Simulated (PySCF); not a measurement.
**AlI⁺ from Hartree–Fock to correlated methods**

State: ²Σ⁺ (doublet), unpaired electrons σ ↑. Set-up: Al def2-SVP, I def2-SVP with ECP28; scalar-relativistic core potentials (PySCF 2.14). De refers to Al⁺ + I in their high-spin ground configurations, without counterpoise correction. The functionals are run spin-unrestricted. A positive dipole points towards I; it is taken about the centre of mass and depends on that origin.

```tsv
Level	Re (Å)	ωe (cm⁻¹)	De (eV)	μ (D)
UHF	2.401	384	0.53	-8.25
UHF-MP2	2.389	415	1.02	n/a
UHF-SCS-MP2	2.398	402	0.82	n/a
UHF-CCSD	2.411	373	0.74	n/a
UHF-CCSD(T)	2.411	378	0.85	n/a
PBE	2.425	365	1.41	-7.09
revPBE	2.432	362	1.30	-7.15
r²SCAN	2.398	392	1.53	-7.42
PBE0	2.403	380	1.29	-7.39
r²SCAN0	2.389	396	1.38	-7.61
B97-3	2.416	370	1.07	-7.48
CAM-B3LYP	2.408	367	0.96	-7.50
```

Q: Which functional lies closest to UHF-CCSD(T) in De, which farthest, and by how much do they differ from it?

A: Closest is CAM-B3LYP (-0.3 pm in Re, -2.9 % in ωe, +0.11 eV in De against UHF-CCSD(T) in the same basis), farthest r²SCAN (-1.3 pm in Re, +3.7 % in ωe, +0.68 eV in De). CCSD(T) converges more slowly with the basis than the functionals do and binds too weakly in this one, so the order can change at the basis-set limit.

Q: What does a quarter of exact exchange do here, going from PBE to PBE0?

A: PBE0 less PBE: -2.2 pm in Re, +4.1 % in ωe, -0.12 eV in De. Exact exchange removes part of the self-interaction that spreads semilocal densities, and in most molecules shortens and stiffens the bond and lowers De; so it does here.

Q: What does the step from GGA to meta-GGA do here, going from PBE to r²SCAN?

A: r²SCAN less PBE: -2.7 pm in Re, +7.4 % in ωe, +0.12 eV in De. 

Correlated steps freeze 9 core orbitals. Correlated levels converge slowly with the basis: in double zeta they bind strong bonds too weakly, by up to about 1 eV, and carry superposition errors of some tenths. Spin–orbit coupling is left out, which matters for elements this heavy, above all for dissociation energies. For an ion De counts to the pair picked by the measured ionisation energies or electron affinities, which need not be the lowest pair at this level. The state is the lowest determinant that a PBE0 search found; another state may lie lower at other levels.
